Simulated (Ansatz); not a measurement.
`C1[CH2][AlH][CH2]1`. Charge 0, multiplicity 1. The geometry is a stationary point of PBE0-D4/def2-TZVP.

```xyz
11

C     0.332   -0.291   -0.801
C    -0.780    0.781   -0.593
Al   -0.276    0.688    1.294
C     0.631   -0.900    0.602
H     1.235    0.200   -1.176
H     0.055   -1.049   -1.541
H    -0.691    1.668   -1.222
H    -1.775    0.358   -0.768
H    -0.449    1.507    2.651
H     1.676   -1.153    0.783
H     0.042   -1.809    0.772
```

Problem. What is the dipole moment at B3LYP/def2-TZVPP? (Estimate.)

Solution. Computed: 0.05 D, with components (-0.04, -0.01, 0.04) D in this frame, pointing from negative to positive charge.

Problem. And with PBE, r2SCAN, ωB97M-V? (Best estimate.)

Solution. Computed: PBE 0.12 D, r2SCAN 0.06 D, ωB97M-V 0.09 D.

Problem. Give the Mulliken charges with B3LYP, r2SCAN, PBE in def2-TZVPP. (An estimate is asked.)

Solution. Ansatz gave: 
```
atom  B3LYP  r2SCAN    PBE
  C1  -0.07    0.07  -0.07
  C2  -0.32   -0.34  -0.29
 Al3   0.42    0.50   0.33
  C4  -0.32   -0.34  -0.29
  H5   0.07    0.03   0.08
  H6   0.07    0.02   0.07
  H7   0.08    0.05   0.07
  H8   0.06    0.05   0.07
  H9  -0.13   -0.15  -0.10
 H10   0.08    0.05   0.07
 H11   0.06    0.05   0.07
```

B3LYP here is the variant with VWN-RPA as its local correlation; programs differ in this.
